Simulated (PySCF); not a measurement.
## Spin-rotation constants: `FC1(F)[C@H](O)[C@H](F)C1`, C4H5F3O

Geometry (Å), atoms numbered from 1 in this order:
```xyz
13

O     0.8804   -0.6316    1.7806
C    -0.1233   -0.1839    0.9548
C    -0.4113   -0.9766   -0.3575
F     0.6300   -1.8105   -0.6688
C    -0.3619    0.3282   -1.1675
C     0.1372    1.0732    0.0752
F    -0.5534    2.1861    0.4154
F     1.4386    1.4411    0.0162
H     1.6800   -0.8012    1.2632
H    -1.0175   -0.0481    1.5671
H    -1.3223   -1.5751   -0.3969
H     0.3489    0.3161   -1.9907
H    -1.3298    0.6826   -1.5089
```

The calculation used GIAO B97-2/pcSseg-1 magnetisability, rotational g tensor and spin-rotation constants, non-relativistic, gas phase in PySCF. Geometry: GFN2-xTB.

Problem. Give the nuclear spin-rotation constants along the inertial axes (H = +C I·J) beside the isotropic shieldings.

Solution. Rotational constants 3.0614, 1.7672, 1.5144 GHz. A star marks the isotopologue with that one atom substituted, in its own axes.
```
atom  isotope  Caa (kHz)  Cbb (kHz)  Ccc (kHz)  mean (kHz)  σ (ppm)
  F4      19F      1.182      0.574      0.556       0.771    409.2
  F7      19F      2.685      2.612      1.419       2.239    280.2
  F8      19F      1.966      2.267      1.368       1.867    307.1
  H9       1H     -0.335     -0.191     -0.003      -0.176     29.3
 H10       1H     -0.311     -0.186      0.085      -0.138     27.4
 H11       1H     -0.179     -0.133     -0.005      -0.106     26.7
 H12       1H     -0.355     -0.148      0.023      -0.160     29.1
 H13       1H     -0.310     -0.044     -0.091      -0.148     29.1
  O1     17O*     -0.192     -0.162     -0.123      -0.159    300.3
  C2     13C*      0.659      0.407      0.393       0.486    106.6
  C3     13C*      0.795      0.468      0.312       0.525    100.4
  C5     13C*      0.477      0.352      0.281       0.370    143.2
  C6     13C*      1.014      0.536      0.428       0.659     58.7
```
For the geometry as given, no vibrational averaging.

Problem. How do the rotational constants and the g tensor change when H9, H10, H11, H12, H13 are replaced by deuterium?

Solution. Constants 2.7313, 1.7013, 1.4413 GHz; g -0.0159, -0.0163, -0.0169, against -0.0177, -0.0169, -0.0178 before.
